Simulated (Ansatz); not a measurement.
Harmonic frequencies (cm⁻¹) at PBE0-D4/def2-TZVP from Ansatz: 79, 112, 252, 448, 479, 631, 718, 822, 861, 947, 1064, 1239, 1314, 1460, 2252, 2264, 3052, 3109.

Each molecule was computed in one conformer, which needn't be the lowest.

Q: Which molecule is it?
A. `C[SiH](F)Br`
B. `FC[SiH2]Br`
C. `CC1(F)BO1`
D. `F[Si]1(F)CO1`

A: B.
